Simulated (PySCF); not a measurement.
**Polarisability and C₆ of V (vanadium, neutral)**

[Ar] 3d3 4s2, high-spin 4F determinant. Computed with PySCF 2.14 in aug-cc-pVTZ with one added diffuse shell each of s, p, d, f, g type (9s8p6d4f3g, 118 functions), with no relativity, point nucleus. Coupled (time-dependent) response in atomic units; α is the mean over directions.

| method | mean α (bohr³) | C₆ (like pair) | S(−4) |
| --- | --- | --- | --- |
| UHF | 133.4 | 1458 | 45140 |
| PBE | 93.56 | 1013 | 4990 |

S(−4) is the Cauchy moment in α(ω) = α(0) + S(−4) ω² + …

Reference α: 87 ± 10 bohr³ (recommended; Schwerdtfeger and Nagle, table of static dipole polarizabilities (2023 update)). Published C₆: 832.0 (Chu and Dalgarno (2004); Tang, Norbeck and Certain (1976)).

Hartree-Fock lies above the reference because it lacks correlation, which contracts the outer shell.

α(iu) at UHF:

| u (hartree) | α(iu) (bohr³) |
| --- | --- |
| 0 | 133.4 |
| 0.0500 | 101.7 |
| 0.100 | 72.89 |
| 0.200 | 36.79 |
| 0.300 | 21.43 |
| 0.500 | 10.32 |
| 0.750 | 5.859 |
| 1.00 | 3.983 |
| 1.50 | 2.328 |
| 2.00 | 1.571 |
| 3.00 | 0.8666 |
| 5.00 | 0.3811 |

A single London oscillator, α(iu) = α/(1 + u²/ω²), gives C₆ = (3/4) ω α². Matching the computed C₆ needs ω = 4 × 1458 / (3 × 133.4²) = 0.109 hartree.
